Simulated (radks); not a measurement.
Task: The tantalum ion Ta+, configuration [Xe] 4f14 5d3 6s1. Calculated with a radial shooting solver on a logarithmic mesh with Libxc functionals: scalar-relativistic Kohn-Sham, PBE, spin-polarised, spherical densities, point nucleus; open shells are filled with parallel spins first (spin-orbit coupling, left out, can overturn this in heavy ions). Some entries of the table are withheld. Estimate them.

orbital,occ.,eigenvalue (hartree),<r> (bohr)
1s up,1,-2476.136,0.01866
1s down,1,-2476.136,0.01866
2s up,1,-425.6335,0.07894
2s down,1,-425.6292,0.07894
2p up,3,-372.9938,0.07057
2p down,3,-372.9904,0.07057
3s up,1,-97.70135,0.2048
3s down,1,-97.70044,0.2048
3p up,3,-82.04762,0.2049
3p down,3,-82.04653,0.2049
3d up,5,-63.79550,0.1856
3d down,5,-63.79296,0.1856
4s up,1,-20.12381,0.4587
4s down,1,-20.12050,0.4587
4p up,3,-14.98975,0.4877
4p down,3,-14.98663,0.4877
4d up,5,-8.42149,0.5232
4d down,5,-8.41760,0.5230
5s up,1,(1),1.104
5s down,1,(2),1.097
5p up,3,(3),1.300
5p down,3,(4),1.287
4f up,7,-1.16711,0.6421
4f down,7,-1.15647,0.6367
6s up,1,-0.45492,3.013
5d up,3,(5),2.090
5d down,0,(6),2.069

Result: 
(1) 5s up eigenvalue (hartree): -2.95785
(2) 5s down eigenvalue (hartree): -2.91447
(3) 5p up eigenvalue (hartree): -1.73189
(4) 5p down eigenvalue (hartree): -1.67073
(5) 5d up eigenvalue (hartree): -0.41672
(6) 5d down eigenvalue (hartree): -0.32526
